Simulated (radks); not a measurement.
Excited configurations of Pb II: one electron is placed in a higher orbital outside [Hg]. The ground configuration is [Hg] 6p1. All-electron calculation, scalar-relativistic Kohn-Sham, r2SCAN, spin-polarised, spherical densities, finite nucleus; open shells are filled with parallel spins first (spin-orbit coupling, left out, can overturn this in heavy ions); meta-GGA in the generalised Kohn-Sham scheme; Fermi nuclear charge, rms radius 5.5012 fm. Program: a radial shooting solver on a logarithmic mesh with Libxc functionals. Excitation = E - E(ground); binding = E(ion) - E, where the ion is the core of charge +2; n* = 2/sqrt(2 binding) in atomic units, and the quantum defect is n - n*.

outer orbital  excitation (eV)  binding (eV)     n*  eigenvalue (eV)  <r> (bohr)
5f                      10.060         3.457  3.968           -2.448       8.618
6d                       7.589         5.928  3.030           -4.271       5.461
7s                       5.773         7.744  2.651           -6.280       5.518
7p                       7.791         5.726  3.083           -4.563       6.986
7d                      10.088         3.429  3.984           -2.646       10.72
7f                      11.871         1.645  5.751           -1.291       22.34

The Delta-SCF ionisation energy is 13.517 eV (NIST Atomic Spectra Database: 15.032 eV, measured). Self-interaction in the functional shifts the binding energies and quantum defects, so they are the method's values and not measured ones. Open shells are spherical and high-spin; term and fine-structure splittings are not resolved. Spin-orbit splitting is averaged out at the scalar-relativistic level.
